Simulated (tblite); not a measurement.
Compound: C3H6FOSi (doublet state).
Structure used (GFN2-xTB), in Å, numbered top down from 1:
```xyz
12
C3H6FOSi angstrom
F      3.3035    0.2039    0.8388
C      1.9703    0.2510    0.6808
C      1.3551   -0.4722   -0.2333
C     -0.1252   -0.4468   -0.4359
O     -0.7474    0.4316    0.4600
Si    -2.3245    0.7807    0.6073
H      1.4961    0.9299    1.3719
H      1.9108   -1.1289   -0.8862
H     -0.5261   -1.4622   -0.3029
H     -0.3437   -0.1423   -1.4698
H     -3.1100   -0.3768    1.0137
H     -2.8577    1.4314   -0.5821
```

The geometry is computed with GFN2-xTB (gas phase). This method treats the open shell by occupation alone, without spin polarisation.

Take the most abundant isotopes and a rigid rotor. The values belong to one conformer with, in the numbering `[F:1]/[CH:2]=[CH:3]/[CH2:4][O:5][SiH2:6]`, C2–C3–C4–O5 0°, C3–C4–O5–Si6 180°, C4–O5–Si6–H 64° and -64°.

Task: What are A, B and C (MHz)?

Result: Ia = 48.37, Ib = 467.42, Ic = 506.69 u·Å²; 505379 MHz·u·Å²/I gives A = 10449, B = 1081, C = 997.4 MHz.

Task: Classify the top.

Result: A near-prolate asymmetric top; Ray's κ = -0.982.

Task: What does the inertial defect say?

Result: Not planar: Δ = Ic − Ia − Ib = -9.09 u·Å². For a rigid frame Δ = −2 Σ m c², so Σ m c² = 4.54 u·Å² lies off the ab plane, practically all of it from hydrogen. The atom farthest from that plane is 1.21 Å away.

Task: List the rotational levels J(Ka,Kc) to J = 2 (MHz).

Result: Above 0(0,0):
J = 1: 1(0,1) 2079, 1(1,1) 11447, 1(1,0) 11530
J = 2: 2(0,2) 6235, 2(1,2) 15520, 2(1,1) 15771, 2(2,1) 43875, 2(2,0) 43876

For this open shell read J as N, the rotation without spin; fine and hyperfine splittings come on top. Its GFN2-xTB frequencies are all real (lowest 21 cm⁻¹). Constants of a rigid frame at the computed geometry: no zero-point averaging, no centrifugal distortion.

On one thread of an Intel Xeon at 2.70 GHz, no GPU, on a shared host, this took 0.43 s of wall time. That covers the optimisation of the geometry.
